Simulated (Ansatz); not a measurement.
CH$_{7}$BFNOSi, SMILES `C[Si](N)(F)BO`, relaxed with RKS PBE-D4/def2-SVP in Ansatz from a rough embedded geometry. The force threshold is 0.03 eV/Å; the program also tests the step.

Total charge 0; spin multiplicity 1.

Start:

```xyz
13

C     1.045    1.194   -0.085
Si    0.070   -0.286   -0.671
N    -1.504    0.284   -1.208
F     0.788   -1.020   -1.976
B    -0.163   -1.587    0.744
O    -0.834   -1.196    2.010
H     1.187    1.895   -0.866
H     2.034    0.775    0.286
H     0.547    1.655    0.843
H    -1.968    0.821   -0.385
H    -1.355    1.028   -1.935
H     0.211   -2.672    0.639
H    -0.058   -0.890    2.604
```

Task: How much energy does the relaxation release, and in how many steps? (Best estimate.)

Result: Computed: 157.16 kJ/mol, in 30 steps, 3 of them rejected.

Task: Which bonds change most? (An estimate is asked.)

Result: Ansatz gave: B5–O6 from 1.485 to 1.364 Å; Si2–B5 from 1.936 to 2.030 Å; B5–H12 from 1.153 to 1.227 Å; N3–H10 from 1.087 to 1.023 Å.

Task: Give the relaxed structure. (Estimate.)

Result: The calculation gave: 
```xyz
13

C     1.413    1.274   -0.417
Si    0.093   -0.062   -0.483
N    -1.454    0.684   -0.707
F     0.533   -1.035   -1.764
B    -0.053   -1.303    1.118
O    -1.309   -1.685    1.485
H     1.413    1.874   -1.351
H     2.421    0.825   -0.310
H     1.247    1.964    0.435
H    -2.293    0.118   -0.556
H    -1.614    1.389   -1.431
H     0.911   -1.739    1.739
H    -1.309   -2.303    2.241
```
